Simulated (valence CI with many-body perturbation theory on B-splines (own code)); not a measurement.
## Cr9+: electric-dipole lines

Method: relativistic CI+MBPT: five valence electrons over a frozen Dirac-Fock core [Ne], a basis of 11 s, 11 p, 10 d, 8 f, 5 g, 2 h functions for each j, with the one-electron correlation potential Σ1, the two-electron term Σ2, the three-electron term Σ3, Breit, model QED; selected CI, second order for the rest, scaled by the run's own slope (own B-spline code, finite nucleus).

No measured spectrum was set against this ion. As an estimate, levels of excited configurations hold to 0.05 to 0.15 % of their energy, terms of the ground configuration to about 0.5 %. Among the levels kept, up to 3100 cm⁻¹ of a level comes from second order outside the variational space, and about a tenth of that is noise between levels of different J, which matters for small intervals.

Lines 101 to 150 of 597 in falling wavelength, among levels below 917190 cm⁻¹, chosen from the strongest by gf and those to the six lowest levels. Wavelengths and rates use the calculated energies, so an error of 200 cm⁻¹ moves a line at 348.4 Å by 0.07 % and its rate by three times that or more. Electric multipoles are in the length gauge, E1 and E2 with the static RPA response of the core. Weak lines are less certain than strong ones. Lines between different terms over intervals too small for the method are left out, as are lines whose strength nearly cancels. Where a level lies close to another of its J and parity, the split of strength between their lines is uncertain. The highest levels of a list are the least certain.

Names give the largest LS component (configuration and term), which can be under half, so a name can repeat, a term be missing and a line seem to break the LS rules; names also repeat where a configuration has a term twice. Letters in brackets count levels of one name in rising energy.

| λ vac (Å) | Upper | Lower | A (s⁻¹) | S (a.u.) |
| --- | --- | --- | --- | --- |
| 348.4 | 3p⁴3d ⁴F_3/2 | 3s3p³3d ⁴G°_5/2 | 4.41e+09 | 3.68e-01 |
| 347.8 | 3s3p³3d ²F°_7/2 [b] | 3s²3p²3d ²G_7/2 | 3.95e+09 | 6.56e-01 |
| 347.7 | 3p⁴3d ⁴D_1/2 | 3s3p³3d ⁴F°_3/2 [a] | 6.78e+09 | 2.81e-01 |
| 346.6 | 3s3p³3d ⁴D°_3/2 [d] | 3s²3p²3d ⁴P_1/2 | 2.24e+09 | 1.85e-01 |
| 346.5 | 3s3p³3d ²D°_5/2 [d] | 3s²3p²3d ²D_5/2 [b] | 3.18e+09 | 3.92e-01 |
| 345.5 | 3s3p³3d ⁴D°_1/2 [d] | 3s²3p²3d ⁴P_1/2 | 5.49e+09 | 2.24e-01 |
| 345.5 | 3s3p³3d ²F°_7/2 [c] | 3s²3p²3d ²D_5/2 [a] | 1.23e+09 | 2.01e-01 |
| 344.5 | 3s3p³3d ⁴D°_5/2 [c] | 3s²3p²3d ⁴P_3/2 | 4.40e+09 | 5.33e-01 |
| 344.5 | 3s3p³3d ⁴D°_3/2 [d] | 3s²3p²3d ⁴P_3/2 | 2.68e+09 | 2.16e-01 |
| 343.8 | 3s3p³3d ⁴F°_7/2 [b] | 3s²3p²3d ⁴F_7/2 | 1.34e+09 | 2.15e-01 |
| 343.1 | 3s3p³3d ²P°_1/2 [c] | 3s²3p²3d ²D_3/2 [c] | 4.86e+09 | 1.94e-01 |
| 342.9 | 3s3p³3d ²P°_3/2 [b] | 3s²3p²3d ²D_5/2 [a] | 1.27e+09 | 1.01e-01 |
| 342.1 | 3s3p³3d ²P°_3/2 [d] | 3s²3p²3d ²D_5/2 [c] | 3.34e+09 | 2.64e-01 |
| 341.3 | 3p⁴3d ²G_9/2 | 3s3p³3d ⁴G°_11/2 | 4.88e+08 | 9.58e-02 |
| 341.1 | 3s3p³3d ⁴D°_7/2 [d] | 3s²3p²3d ⁴P_5/2 | 6.74e+09 | 1.06e+00 |
| 341.0 | 3s3p³3d ⁴D°_5/2 [c] | 3s²3p²3d ⁴P_5/2 | 2.43e+09 | 2.85e-01 |
| 340.6 | 3s3p³3d ²F°_7/2 [a] | 3s²3p²3d ²F_7/2 [a] | 1.36e+09 | 2.12e-01 |
| 340.6 | 3s3p³3d ²D°_3/2 [c] | 3s²3p²3d ⁴P_3/2 | 1.49e+09 | 1.16e-01 |
| 340.5 | 3s3p³3d ²F°_5/2 [c] | 3s²3p²3d ²D_3/2 [a] | 1.81e+09 | 2.11e-01 |
| 340.3 | 3s²3p²3d ²P_3/2 [a] | 3s²3p³ ²D°_5/2 | 5.69e+09 | 4.43e-01 |
| 339.3 | 3p⁴3d ⁴D_7/2 | 3s3p³3d ⁴D°_7/2 [a] | 3.38e+09 | 5.20e-01 |
| 339.2 | 3p⁴3d ⁴D_5/2 | 3s3p³3d ⁴D°_5/2 [a] | 2.37e+09 | 2.74e-01 |
| 339.1 | 3p⁴3d ⁴D_3/2 | 3s3p³3d ⁴D°_3/2 [a] | 1.65e+09 | 1.27e-01 |
| 339.0 | 3s3p³3d ⁴F°_5/2 [b] | 3s²3p²3d ⁴F_5/2 | 1.16e+09 | 1.34e-01 |
| 337.6 | 3s²3p²3d ²P_3/2 [a] | 3s²3p³ ²D°_3/2 | 6.83e+08 | 5.19e-02 |
| 337.4 | 3s3p³3d ²F°_5/2 [a] | 3s²3p²3d ²F_5/2 [a] | 2.48e+09 | 2.81e-01 |
| 336.6 | 3s3p³3d ²P°_3/2 [c] | 3s²3p²3d ²D_5/2 [b] | 3.85e+09 | 2.90e-01 |
| 335.6 | 3s3p³3d ⁴F°_3/2 [b] | 3s²3p²3d ⁴F_3/2 | 1.32e+09 | 9.85e-02 |
| 335.5 | 3s3p³3d ²D°_5/2 [b] | 3s²3p²3d ⁴D_7/2 | 1.50e+09 | 1.68e-01 |
| 334.2 | 3s3p³3d ⁶D°_3/2 | 3s3p⁴ ⁴P_5/2 | 7.86e+06 | 5.79e-04 |
| 333.9 | 3s3p³3d ⁶D°_5/2 | 3s3p⁴ ⁴P_5/2 | 9.27e+06 | 1.02e-03 |
| 333.1 | 3s3p⁴ ²P_1/2 | 3s²3p³ ²D°_3/2 | 5.61e+09 | 2.05e-01 |
| 329.5 | 3s²3p²3d ⁴F_3/2 | 3s²3p³ ²P°_1/2 | 9.56e+06 | 6.75e-04 |
| 329.5 | 3s²3p3d² ²P°_1/2 [a] | 3s²3p²3d ²D_3/2 [b] | 5.62e+09 | 1.99e-01 |
| 325.1 | 3s3p³3d ²D°_5/2 [b] | 3s²3p²3d ²F_7/2 [a] | 2.06e+09 | 2.10e-01 |
| 323.1 | 3p⁵ ²P°_3/2 | 3s3p⁴ ⁴P_5/2 | 4.10e+07 | 2.73e-03 |
| 322.0 | 3s²3p3d² ²F°_5/2 [a] | 3s²3p²3d ²F_5/2 [b] | 2.85e+09 | 2.82e-01 |
| 320.7 | 3s3p⁴ ²S_1/2 | 3s²3p³ ²D°_3/2 | 1.74e+08 | 5.65e-03 |
| 320.5 | 3s3p³3d ²D°_3/2 [b] | 3s²3p²3d ²F_5/2 [a] | 2.06e+09 | 1.34e-01 |
| 320.5 | 3s3p³3d ²G°_7/2 [b] | 3s²3p²3d ⁴D_7/2 | 2.24e+09 | 2.91e-01 |
| 320.1 | 3s3p³3d ²F°_7/2 [d] | 3s²3p²3d ²D_5/2 [a] | 6.74e+09 | 8.73e-01 |
| 319.8 | 3s3p³3d ²D°_5/2 [d] | 3s²3p²3d ²D_3/2 [a] | 9.70e+08 | 9.39e-02 |
| 319.2 | 3s3p³3d ²P°_3/2 [d] | 3s²3p²3d ²F_5/2 [b] | 1.43e+09 | 9.16e-02 |
| 318.9 | 3s3p³3d ²P°_3/2 [d] | 3s²3p²3d ²S_1/2 | 2.38e+09 | 1.53e-01 |
| 318.6 | 3s3p³3d ²P°_3/2 [c] | 3s²3p²3d ²D_5/2 [a] | 3.31e+09 | 2.11e-01 |
| 318.4 | 3s²3p3d² ²F°_7/2 [a] | 3s²3p²3d ²F_7/2 [b] | 3.10e+09 | 3.94e-01 |
| 318.2 | 3s3p³3d ²P°_1/2 [c] | 3s²3p²3d ²S_1/2 | 6.04e+09 | 1.92e-01 |
| 317.1 | 3s3p³3d ²P°_3/2 [d] | 3s²3p²3d ²P_3/2 [c] | 4.79e+09 | 3.01e-01 |
| 316.4 | 3s²3p²3d ⁴D_1/2 | 3s²3p³ ²P°_3/2 | 4.93e+07 | 1.54e-03 |
| 315.8 | 3s3p³3d ⁴D°_7/2 [c] | 3s²3p²3d ⁴F_9/2 | 2.69e+09 | 3.35e-01 |
